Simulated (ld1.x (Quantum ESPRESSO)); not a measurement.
**Os (Z = 76): from the effect back to the setting (TM)**

Base potential:

osmium (Os), norm-conserving Troullier–Martins (Kleinman–Bylander form), made with ld1.x (Quantum ESPRESSO) 7.5 (PBE, scalar-relativistic). Core [Kr] 4d10 4f14, reference 5s2 5p6 5d6 6s2 6p0. Waves: 5s (bound): rc 1.40 bohr; 5d (bound): rc 1.50 bohr; 5p (bound): rc 1.30 bohr. Local part: the p channel. Core correction: none.

Occupied shells without a wave of their own: 6s. They enter only through the test configuration that unscreens the potential.

Cutoffs, loose and tight: the cutoffs (Ry, on a coarse ladder) from which the occupation-weighted sum of valence levels, in a spherical-Bessel basis at the reference potential, stays within 10 and 1 mRy of its value at 400 Ry. They do not see the model core or the augmentation charge, which bear on the density cutoff. Test errors are all-electron minus pseudo excitation energies from the reference, over the configurations 5s2 5p6 5d6 6s1 6p0; 5s2 5p6 5d6 6s0 6p0; 5s2 5p6 5d5 6s0 6p0; 5s2 5p6 5d7 6s1 6p0; 5s1 5p6 5d6 6s2 6p0; 5s2 5p6 5d7 6s0 6p0; 5s2 5p6 5d6 6s1.5 6p0; variants that change the core or the reference have their own tests.

Only the scale of all radii (base = 1) is moved (1 further runs of the sweep failed or gave no value and are left out):

```
scale of all radii (base = 1)  cutoff, loose  cutoff, tight  bound ghosts  largest test error (meV)
                          0.8         140 Ry         230 Ry          none                     -1322
                         0.98         110 Ry         160 Ry          none                     -2346
                         1.27          50 Ry          80 Ry          none                     +1750
                         1.33          45 Ry          70 Ry          none                     -1864
```

Question: One more run gave cutoff, loose: 120 Ry; cutoff, tight: 200 Ry; bound ghosts: none; largest test error (meV): -1305. Which value of the scale of all radii (base = 1) was used?

Answer: 0.9. The loose cutoff moves one way along this sweep, from 140 Ry at 0.8 to 45 Ry at 1.33, which places the run between 0.8 and 0.98.
